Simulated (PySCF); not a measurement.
## Excited states of S⁶⁺ (sulfur, charge +6)

Ground state [Ne], ¹S. Calculation: PySCF 2.14, in aug-cc-pV(D+d)Z with one added diffuse shell each of s, p, d type (6s5p4d, 41 functions); the non-relativistic Hamiltonian (point nucleus). Vertical excitation energies in eV without spin-orbit coupling; excited terms of each kind are numbered among those the solver found. Frozen: 1s2.

| term | leading excitation | EOM-EE-CCSD |
| --- | --- | --- |
| 1 3P° | 2p → s | 172.76 |
| 1 1P° | 2p → s | 173.75 |
| 1 3S | 2p → p | 185.04 |
| 1 3D | 2p → p | 186.77 |
| 1 1D | 2p → p | 187.40 |
| 1 1P | 2p → p | 187.71 |
| 1 3P | 2p → p | 187.73 |
| 1 1S | 2p → p | 193.60 |
| 2 3P° | 2p → d | 207.20 |
| 1 3F° | 2p → d | 207.91 |
| 1 1F° | 2p → d | 208.45 |
| 1 1D° | 2p → d | 208.86 |
| 2 3S | 2p → p | 232.85 |
| 2 1D | 2p → p | 233.96 |

The solver can miss terms.
